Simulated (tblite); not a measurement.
F$_{6}$OSi$_{2}$, charge -1, doublet, geometry from GFN2-xTB (a state made from the parent by changing its charge; the spin is typed, not shown lowest); GFN1-xTB (tblite 0.6.0).

Here is a job for tblite.
```
$ tblite run mol.xyz --method gfn1 --charge -1 --spin 1 --spin-polarized --json tblite.json --no-restart

# file mol.xyz
9

F      1.96340522    -0.18763904    -1.27226976
Si     1.50372962     0.23671197     0.19538769
F      2.57596532    -0.51476360     1.11744875
F      1.99204263     1.75852000     0.27278663
O      0.05945132    -0.00988102     0.68849837
Si    -1.67456426    -0.23398609     0.24990733
F     -1.62664035     0.98995938    -0.81521947
F     -3.34899722    -0.44295146    -0.04394250
F     -1.34287844    -1.59858244    -0.56348334
```

### Question
Predict the main parts of the log of this tblite run.

### Answer

```
xTB calculator
 | screened Coulomb repulsion
 | Coulomb electrostatics
 |  * isotropic Klopman-Ohno-Mataga-Nishimoto electrostatics
 |  * onsite third-order electrostatics
 | DFT-D3(BJ) dispersion correction
 | Interactions (1)
 | [1] spin polarization

halogen bonding energy    0.0000000000000E+00 Eh
repulsion energy          9.4367836145736E-02 Eh
dispersion energy        -2.9297485275059E-03 Eh
interaction energy        0.0000000000000E+00 Eh
number of electrons       5.7000000000000E+01 e
integral cutoff           2.8146159136829E+01 bohr

------------------------------------------------------------
  cycle        total energy    energy error   density error
------------------------------------------------------------
      1     -39.63194095536  -3.9723379E+01   5.2782298E-01
      2     -39.98823022807  -3.5628927E-01   2.8726511E-01
      3     -39.98042979266   7.8004354E-03   1.1247391E-01
      4     -39.98208883579  -1.6590431E-03   4.0965055E-02
      5     -39.99534563693  -1.3256801E-02   1.0313855E-02
      6     -39.99528790351   5.7733423E-05   7.8111794E-03
      7     -39.99565880595  -3.7090244E-04   4.2225815E-03
      8     -39.99579988331  -1.4107736E-04   6.6113343E-04
      9     -39.99578935388   1.0529435E-05   1.2591374E-03
     10     -39.99580129069  -1.1936809E-05   3.2387034E-04
     11     -39.99580212722  -8.3653169E-07   4.1738785E-05
     12     -39.99580213879  -1.1572560E-08   1.9977872E-05
------------------------------------------------------------

electronic energy        -4.0087240226408E+01 Eh
total energy             -3.9995802138790E+01 Eh

Post processing:
 | Mayer-Wiberg bond orders

[Info] JSON dump of results written to 'tblite.json'
```
